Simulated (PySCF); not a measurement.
CH3NO2Si. Atoms are numbered in the order given.

```xyz
8

Si    -1.0110     0.7366     0.0626
O     -2.0908    -0.2808    -0.6666
N      0.5602     0.0316     0.1337
C      1.6345    -0.4839     0.2511
O      2.6849    -0.9827     0.3564
H     -0.8636     2.0175    -0.6828
H     -1.5077     0.9451     1.4423
H     -1.9558    -0.4851    -1.5965
```

Geometry optimised at PBE0-D3(BJ)/def2-SVP. The values are those of a single conformer.

Level of theory: PySCF with PBE0/pcSseg-1.

GIAO shieldings, no solvent; atoms listed in one row are averaged. δ = σ(ref) − σ: ²⁹Si against TMS (σ = 352.7 ppm); ¹⁷O against H2O (σ = 334.2 ppm); ¹⁵N against NH3 (σ = 267.4 ppm); ¹³C against TMS (σ = 186.3 ppm); ¹H against TMS (σ = 31.56 ppm), references at their B3LYP-D3(BJ)/def2-TZVP geometries, non-relativistic.

Q: Estimate the chemical shifts. (Estimate from the structure and the level; the computed values follow.)

A: 
| nucleus | atoms | count | δ (ppm) |
|---|---|---|---|
| ²⁹Si | Si1 | 1 | -50.1 |
| ¹⁷O | O5 | 1 | 142.5 |
| ¹⁷O | O2 | 1 | 46.8 |
| ¹⁵N | N3 | 1 | 52.8 |
| ¹³C | C4 | 1 | 127.7 |
| ¹H | H6 | 1 | 5.27 |
| ¹H | H7 | 1 | 5.08 |
| ¹H | H8 | 1 | 1.96 |
